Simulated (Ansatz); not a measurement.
Reaction: CH5BS (SMILES BSC) → CH4BS (SMILES [BH]SC, doublet) + H (doublet) (the B-H bond breaks)
Each species at its own B3LYP-D3(BJ)/def2-TZVP minimum (Ansatz, a first-principles code).

Quantity: bond dissociation energy (electronic), in kcal/mol. Radicals and triplets start from unrestricted determinants; spin-orbit coupling is neglected. CBS(X,Y): correlation extrapolated as X^-3, Hartree-Fock from the larger set. A bracket is a step between two methods taken in the basis named. Functionals run without relativity, which enters their misses. Double hybrids freeze cores in their MP2 part. '+ core + X2C': CCSD(T) terms for core correlation (cc-pwCVTZ, 1s frozen past Ne) and scalar relativity (cc-pVTZ-DK). Where a partner has so few electrons that a lower coupled-cluster level is exact, that level stands in.

CCSD(T)/CBS(cc-pV(T+d)Z,cc-pV(Q+d)Z) + [CCSDT(Q) - CCSD(T)]/cc-pV(D+d)Z + core + X2C (Ansatz) gives 109.9 kcal/mol.

**Question.** How far off this value is PBE/def2-TZVPD (Ansatz), in which direction, and which of these levels come nearer: B3LYP/def2-TZVPD, PBE0/def2-TZVPD, wB97M-V/def2-TZVPD, B2PLYP/def2-TZVPD, CCSD(T)/CBS(cc-pV(T+d)Z,cc-pV(Q+d)Z) + core + X2C?

**Answer.** PBE gives 104.2 kcal/mol, 5.7 kcal/mol below it. Differences of the others: B3LYP/def2-TZVPD (Ansatz) -1.8; PBE0/def2-TZVPD (Ansatz) -4.7; wB97M-V/def2-TZVPD (Ansatz) 0.9; B2PLYP/def2-TZVPD (Ansatz) -2.0; CCSD(T)/CBS(cc-pV(T+d)Z,cc-pV(Q+d)Z) + core + X2C (Ansatz) 0.1 kcal/mol. Nearer than PBE: B3LYP/def2-TZVPD, PBE0/def2-TZVPD, wB97M-V/def2-TZVPD, B2PLYP/def2-TZVPD, CCSD(T)/CBS(cc-pV(T+d)Z,cc-pV(Q+d)Z) + core + X2C.
